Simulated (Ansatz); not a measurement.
A calculation with Ansatz (development build ahead of 0.2.0).

```yaml
crystal:
  periodic: [false, false, false]
  atoms:
    - { symbol: Li, position_ang: [1.0795, 0.02818, 0.06262] }
    - { symbol: Li, position_ang: [-1.03262, 0.09161, -0.01329] }
    - { symbol: F, position_ang: [0.04297, 1.40888, 0.02542] }
    - { symbol: F, position_ang: [-0.06643, -1.36719, -0.01346] }
basis:
  gaussian: { orbitals: STO-3G }
hamiltonian:
  xc: hf
correlation:
  method: mp2
  frozen_orbitals: { F: 1, Li: 0 }
```

The input is written out in the form of the current development build from the run's settings.

Results

* Converged: yes
* Reference energy: -210.91521 hartree
* Correlation energy: -0.08785 hartree
* Total energy: -211.00306 hartree
* Spin squared of the determinant: 0.000
